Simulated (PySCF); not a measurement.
NMR data simulated for an unnamed compound:

1H NMR (400 MHz, computed): δ 6.44 (br s, 1H), 5.26 (t, 2H), 4.76 (s, 2H), 3.81 (t, 3H), 0.06 (m, 2H).

13C{1H} NMR (computed): δ 181.0 (C), 63.8 (CH2), -4.9 (CH2).

- geometry from GFN2-xTB
- PBE0/pcSseg-1 with gauge-including orbitals
- program: PySCF 2.14
- single conformer, no solvent, equivalent nuclei averaged, relativity neglected

Scale: TMS for 1H (31.72 ppm) and 13C (186.93 ppm) (reference shieldings calculated alike).

Which of these does the molecule contain: a CF3 group, an OH group, a methoxy group, a ketone, a carboxylic acid, a Si–H bond?

Results:


- A CF3 group: no.
- An OH group: yes (δH 6.44 (br s)).
- A methoxy group: no.
- A ketone: no.
- A carboxylic acid: yes (δC 181.0; δH 6.44 (br s)).
- A Si–H bond: yes (δH 5.26 (t)).

The data belong to SMILES C([SiH2]OCC(=O)O)[SiH3], C3H10O3Si2; they needn't prove each group on their own.

Carbon signals by region: 1 in the far downfield region (above 160 ppm), 1 at 50–100 ppm, 1 below 50 ppm. Above 160 ppm: 181.0, carboxylic acid carbon.

OH/NH shifts are gas-phase values; hydrogen bonding in solution moves them, usually downfield. Shifts are as computed. Against solution values, carbons near 30 ppm lie about +3 ppm off and those near 130 ppm about +5 ppm. Of 1309 compounds with measured shifts, 239 miss one by over three times the rms of a fit or turn the order of signals round; such compounds aren't used in these exercises. The C=O carbon of an acid or of an amide with N–H lies up to 10 ppm further downfield in solution, through hydrogen bonding that the calculation lacks. No couplings were computed; multiplicities are counted from neighbouring protons, with m where these are inequivalent, close in shift, in a saturated or five-membered ring or joined by F or P, and br s for small geminal =CH2 splittings.
